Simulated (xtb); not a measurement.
C2H4F2Si, SMILES F/C=C(/F)[SiH3]. All values are semi-empirical tight-binding results from xtb (GFN2-xTB unless named), good for trends rather than for accurate numbers. Geometry: GFN2-xTB. The structure was generated by enumeration; whether it is a known compound was not checked.

Optimised geometry:

Bonded distances (Å): F1–C2 1.342, C2–C3 1.324, C2–H6 1.081, C3–F4 1.354, C3–Si5 1.904, Si5–H7 1.461, Si5–H8 1.460, Si5–H9 1.461. Angles (°): F1–C2–C3 119.7, F1–C2–H6 113.2, C3–C2–H6 127.1, C2–C3–F4 116.6, C2–C3–Si5 126.5, F4–C3–Si5 116.9, C3–Si5–H7 107.3, C3–Si5–H8 105.6, C3–Si5–H9 107.3, H7–Si5–H8 112.4, H7–Si5–H9 111.5, H8–Si5–H9 112.3.
Charge 0, spin multiplicity 1.

A frequency run showed that this geometry is not a minimum.

| Property | Value |
|---|---|
| point group as xtb finds it | Cs |
| orbital gap | 4.41 eV |
| dipole moment | 1.00 D |
| static polarisability (D4 model) | 56.3 bohr³ |
| solvation energy, GFN2-xTB/ALPB(water) | -0.4 kcal/mol |
| solvation energy, GFN2-xTB/ALPB(dmf) | -2.7 kcal/mol |

Computed atomic charges and the Wiberg bond orders between heavy atoms:
charges (e) F1 -0.21, C2 0.10, C3 0.03, F4 -0.23, Si5 0.46, H6 0.07, H7 -0.07, H8 -0.07, H9 -0.07. Bond orders F1–C2 0.98, C2–C3 1.84, C3–F4 0.98, C3–Si5 0.83.
